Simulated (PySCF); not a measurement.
# Electron correlation in Ce⁴⁶⁺ (cerium, charge +46)

[Ne] 3s2, closed-shell 1S. Calculation: PySCF 2.14, in an uncontracted even-tempered set (16 s from 10 bohr⁻², ratio 2.5; 10 p from 13 bohr⁻², ratio 2.5; 4 d from 48 bohr⁻², ratio 2.7; 4 f from 72 bohr⁻², ratio 2.7); the non-relativistic Hamiltonian (point nucleus). Frozen: 1s2; 10 electrons correlated; the 17 highest virtual orbitals of each spin left out.

```json
{"level": "CCSD", "correlation energy (mhartree)": "-540.30"}
{"level": "(T)", "correlation energy (mhartree)": "-1.79"}
{"level": "CCSD(T)", "correlation energy (mhartree)": "-542.09"}
```

Diagnostics: T1 = 0.00026, D1 = 0.0008, largest double amplitude 0.087.

Task: Is a single reference adequate?

Result: Mostly. T1 lies below 0.03, but a double amplitude of this size points to a near-degeneracy that CCSD handles and MP2 describes poorly.

At this charge a non-relativistic calculation is a model, useful for the Z dependence of the correlation energy.
